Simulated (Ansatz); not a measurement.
Consider the formal exchange of groups at the Se–Ge bond: `[F][Ge]([F])([SeH])[SeH]` + `C=CN=C` → `C=C/N=C\[SeH]` + `[F][GeH]([F])[SeH]`.

Isolated molecules relaxed with PBE0-D4/def2-TZVP in Ansatz; ΔE leaves out vibrations. CCSD(T)/CBS adds triple-zeta CCSD(T) − MP2 to the extrapolated MP2 energy (def2 sets, frozen cores). DFT in def2-TZVPP. B3LYP here is the variant with VWN-RPA as its local correlation; programs differ in this. For Ge, Se outer-core shells are correlated without core-valence functions, which leaves a few kJ/mol of doubt a bond. Scalar relativity is left out up to krypton. Each species was taken in one conformer, which may not be the lowest.

```csv
level,ΔE (kJ/mol),difference from CCSD(T)/CBS
PBE-D4,79.2,-10.1
r2SCAN-D4,82.9,-6.4
PBE0-D4,87.1,-2.2
B3LYP-D4,87.7,-1.6
ωB97X-V,87.5,-1.8
ωB97M-V,89.7,0.4
B2PLYP,88.0,-1.3
PBE,80.4,-8.9
r2SCAN,83.2,-6.1
PBE0,87.9,-1.4
B3LYP,89.5,0.2
HF/def2-TZVPP,106.1,16.8
MP2/def2-TZVPP,84.8,-4.5
SCS-MP2/def2-TZVPP,86.2,-3.1
CCSD/def2-TZVPP,91.4,2.1
CCSD(T)/def2-TZVPP,88.2,-1.1
HF/def2-QZVPP,104.8,15.5
MP2/def2-QZVPP,85.0,-4.3
SCS-MP2/def2-QZVPP,86.1,-3.2
HF/CBS(def2),104.7,15.4
MP2/CBS(def2),85.9,-3.4
CCSD/CBS(def2),92.6,3.3
CCSD(T)/CBS,89.3,0
```

Largest T1 diagnostic among the species: 0.013.

From PBE to PBE0 (25 % exact exchange), in def2-TZVPP and without D4, ΔE moves by +7.5 kJ/mol. In def2-TZVPP, CCSD(T) changes the Hartree–Fock value by −17.9 kJ/mol (the triples alone add −3.2 kJ/mol) and MP2 by −21.3 kJ/mol.

CCSD(T)/CBS has its own doubt, a few kJ/mol and more with outer-core shells, so smaller differences from it don't rank the levels.
